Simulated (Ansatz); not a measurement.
Mulliken charges of `C=[N][Al]([NH2])[OH]` from PBE/def2-TZVPP in Ansatz (PBE0-D4/def2-TZVP geometry).

```
atom   x (Å)   y (Å)   z (Å)  charge (e)
  C1  -1.264   0.480  -1.935      -0.053
  N2  -0.482   0.433  -0.971      -0.214
 Al3   0.581  -0.105   0.312       0.454
  N4  -0.053  -0.299   1.947      -0.404
  O5   2.214  -0.343  -0.076      -0.378
  H6  -1.647  -0.417  -2.452       0.079
  H7  -1.632   1.435  -2.347       0.080
  H8   0.480  -0.584   2.751       0.131
  H9  -1.009  -0.125   2.206       0.140
 H10   2.894  -0.526   0.567       0.165
```

Task: By hand: the dipole of these point charges (1 e Å = 4.8032 D).

Result: Σ q r = (-0.243, -0.014, 0.075) e Å, of length 0.255 e Å = 1.22 D.

Task: How does the dipole of the full density compare? (Best estimate.)

Result: The calculation gave: (-0.142, -0.097, 0.271) e Å, 1.54 D; the point charges give 0.79 times that, at 47° from its direction.

Point charges leave out the atoms' own dipoles, such as those of lone pairs, and Mulliken's split depends on the basis, so the two needn't agree.
